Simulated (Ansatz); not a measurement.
Ansatz (a quantum-chemistry and plane-wave program) input:
A basis named .json is the Basis Set Exchange file of that set.

Ansatz 0.2 input:
```yaml
crystal:
  periodic: [false, false, false]
  atoms:
    - {symbol: Si, position_ang: [0.25122624, 0.02080846, -0.26972620]}
    - {symbol: O, position_ang: [1.07582876, 0.09952672, 1.16659166]}
    - {symbol: O, position_ang: [-0.85067735, 1.22978299, -0.54058398]}
    - {symbol: N, position_ang: [-0.70000451, -1.38820446, -0.12913952]}
    - {symbol: H, position_ang: [1.90995251, 0.57603644, 1.15572808]}
    - {symbol: H, position_ang: [-0.52835794, 2.00656171, -1.00498356]}
    - {symbol: H, position_ang: [-0.32480178, -2.23292578, 0.27035544]}
    - {symbol: H, position_ang: [-1.47513989, -1.55803726, -0.74901802]}
basis:
  gaussian:
    orbitals: cc-pV_T+d_Z.json
hamiltonian:
  xc: pbe
magnetization: {spin_polarized: true, initial_magnetization: 1}
correlation: {method: rpa, electrons: outside_noble_gas}
```

Predict the final energy.

-496.83944 Eh (RPA@PBE/cc-pV(T+d)Z). The basis has 185 functions.

It need not be the lowest isomer of its formula.
